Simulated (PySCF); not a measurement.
Vertical excitations of a molecule C4H6BFO from PySCF with TDA-ωB97X/def2-SVPD, as energy in eV (oscillator strength): 4.90 (0.000), 5.87 (0.081), 6.73 (0.003), 6.82 (0.001), 6.87 (0.027), 7.34 (0.003), 7.81 (0.031), 8.13 (0.032), 8.54 (0.251), 8.80 (0.026). Lowest triplet (TDA): 4.44 eV. The structure is a stationary point at B3LYP-D3(BJ)/def2-SVP. One conformer was computed; it need not be the lowest.

Question: Identify the compound among the candidates.
(A) CB1OC(C)=C1F
(B) OB1CC(=CF)C1
(C) C=C/C=C/B(O)F
(D) CC#CB(F)CO

Answer: D, CC#CB(F)CO
